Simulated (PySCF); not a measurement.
Spinor energies of Pr²²⁺ (praseodymium, charge +22)

Start: [Kr] 4d1; 4d5/2 filled at m_j = +5/2. Calculated with PySCF 2.14 in an even-tempered Gaussian basis (18 s from 1.5 bohr⁻², ratio 2.8; 14 p from 2 bohr⁻², ratio 2.8; 9 d from 2 bohr⁻², ratio 2.8; 4 f from 7 bohr⁻², ratio 3): generalised Hartree-Fock with the X2C-1e Hamiltonian and a Gaussian nucleus; one run each with spin-orbit coupling (SO) screened by Boettger's factors, then bare. This is a chosen level, not necessarily the ground level.

```json
{"spinor shell": "1s1/2", "electrons": "2", "ε, screened SO (eV)": "-42828.6", "ε, bare SO (eV)": "-42828.1", "weight of nominal j (bare SO)": "1.000", "rms radius, bare SO (bohr)": "0.0275"}
{"spinor shell": "2s1/2", "electrons": "2", "ε, screened SO (eV)": "-7536.8", "ε, bare SO (eV)": "-7536.6", "weight of nominal j (bare SO)": "1.000", "rms radius, bare SO (bohr)": "0.111"}
{"spinor shell": "2p1/2", "electrons": "2", "ε, screened SO (eV)": "-7144.4", "ε, bare SO (eV)": "-7157.7", "weight of nominal j (bare SO)": "1.000", "rms radius, bare SO (bohr)": "0.0956"}
{"spinor shell": "2p3/2", "electrons": "4", "ε, screened SO (eV)": "-6658.4", "ε, bare SO (eV)": "-6653.4", "weight of nominal j (bare SO)": "1.000", "rms radius, bare SO (bohr)": "0.102"}
{"spinor shell": "3s1/2", "electrons": "2", "ε, screened SO (eV)": "-2147.0", "ε, bare SO (eV)": "-2147.0", "weight of nominal j (bare SO)": "1.000", "rms radius, bare SO (bohr)": "0.289"}
{"spinor shell": "3p1/2", "electrons": "2", "ε, screened SO (eV)": "-1980.7", "ε, bare SO (eV)": "-1983.4", "weight of nominal j (bare SO)": "1.000", "rms radius, bare SO (bohr)": "0.279"}
{"spinor shell": "3p3/2", "electrons": "4", "ε, screened SO (eV)": "-1880.3", "ε, bare SO (eV)": "-1879.3", "weight of nominal j (bare SO)": "1.000", "rms radius, bare SO (bohr)": "0.291"}
{"spinor shell": "3d3/2", "electrons": "4", "ε, screened SO (eV)": "-1593.0", "ε, bare SO (eV)": "-1595.7", "weight of nominal j (bare SO)": "0.999", "rms radius, bare SO (bohr)": "0.262"}
{"spinor shell": "3d5/2", "electrons": "6", "ε, screened SO (eV)": "-1572.3", "ε, bare SO (eV)": "-1570.6", "weight of nominal j (bare SO)": "1.000", "rms radius, bare SO (bohr)": "0.266"}
{"spinor shell": "4s1/2", "electrons": "2", "ε, screened SO (eV)": "-865.27", "ε, bare SO (eV)": "-865.27", "weight of nominal j (bare SO)": "1.000", "rms radius, bare SO (bohr)": "0.614"}
{"spinor shell": "4p1/2", "electrons": "2", "ε, screened SO (eV)": "-791.20", "ε, bare SO (eV)": "-791.93", "weight of nominal j (bare SO)": "0.997", "rms radius, bare SO (bohr)": "0.627"}
{"spinor shell": "4p3/2", "electrons": "4", "ε, screened SO (eV)": "-765.97", "ε, bare SO (eV)": "-765.70", "weight of nominal j (bare SO)": "0.998", "rms radius, bare SO (bohr)": "0.651"}
{"spinor shell": "4d5/2", "electrons": "1", "ε, screened SO (eV)": "-658.14", "ε, bare SO (eV)": "-657.71", "weight of nominal j (bare SO)": "1.000", "rms radius, bare SO (bohr)": "0.665"}
```

```
   quantity  screened SO      bare SO
E (hartree)  -9027.52120  -9027.84788
        M_J          5/2          5/2
       ⟨J²⟩        8.753        8.753
       ⟨L²⟩        6.032        6.035
       ⟨S²⟩        0.780        0.783
```

Each row is a mean over spinors that exchange with the open shell spreads, by up to 10.728 eV (4p3/2).

Breit and QED terms are absent; they matter most for the inner s and p1/2 levels.

Densities and radii are taken from the X2C orbitals without a picture-change correction, which distorts them close to the nucleus.
